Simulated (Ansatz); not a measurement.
Abridged output of a molecular run in Ansatz:

```
Functional definition: HF
  name "HF"
  cite "Fock, Z. Phys. 61, 126 (1930) doi:10.1007/BF01340294"
  parent pbe
  exchange = exact_x
  correlation = 0
1607 factors; integrals over basis functions are off by at most 1.2e-3 eV
mean field evaluation 1: about -145899.7759 eV, gradient 4.8e1 eV
mean field evaluation 2: about -145899.8614 eV, gradient 4.8e1 eV
mean field evaluation 4: about -145905.0273 eV, gradient 3.8e0 eV
mean field evaluation 8: about -145905.0880 eV, gradient 9.7e-2 eV
mean field -145905.08800949 eV, -5361.9130863282 hartree, gradient 2.4e-6 eV, S^2 0.000000; 0 other end points of the search recorded, 0 dependent functions left out
21 core orbitals not correlated: weight in the atoms' cores, before any rotation towards them, 1.000 or more for the frozen orbitals, at most 0.000 for the correlated occupied ones
reference -145905.08800949 eV, -5361.9130863282 hartree; 33, 33 occupied and 109, 109 virtual orbitals, 1607 factors
second order -32.18534734 eV of doubles, -0.00000000 eV of singles
cycle   1  -31.86607888 eV  change    3.2e-1 eV  update   1.6e-1
cycle   2  -32.59160119 eV  change   -7.3e-1 eV  update   5.6e-2
cycle   3  -32.82098199 eV  change   -2.3e-1 eV  update   2.9e-2
cycle   4  -32.80693648 eV  change    1.4e-2 eV  update   7.7e-3
cycle   5  -32.79892703 eV  change    8.0e-3 eV  update   3.0e-3
cycle   6  -32.80052859 eV  change   -1.6e-3 eV  update   1.1e-3
cycle   7  -32.80027356 eV  change    2.6e-4 eV  update   3.9e-4
cycle   8  -32.80010554 eV  change    1.7e-4 eV  update   1.2e-4
cycle   9  -32.80019744 eV  change   -9.2e-5 eV  update   3.9e-5
cycle  10  -32.80019671 eV  change    7.4e-7 eV  update   1.5e-5
perturbative correction -0.93721415 eV, -0.0344419848 hartree
Total energy: -145938.82542035 eV, -5363.1529133092 hartree
```

Its atoms:

Cartesian coordinates in Å:
```
C -1.4540 0.8004 -1.4504
O -0.5980 0.1540 -0.5595
Hf 0.4304 -0.9244 0.5898
N 1.7466 0.3327 1.4379
Br -1.0092 -1.9759 2.3741
Br 1.6675 -2.7037 -0.7009
H -1.1870 1.8582 -1.5233
H -2.4880 0.7209 -1.1043
H -1.3764 0.3484 -2.4429
H 1.8176 1.3255 1.2667
H 2.4506 0.0639 2.1127
```

Question: Which basis set was used?
A. def2-TZVPPD
B. def2-TZVPP
C. cc-pV(T+d)Z
D. def2-SVP

Answer: D. It gives 163 functions.

Question: Write the keys of the input that set method, charge and spin (a neutral closed shell needs none for the last two).

Answer: 
```yaml
correlation: {method: ccsd_t}
```
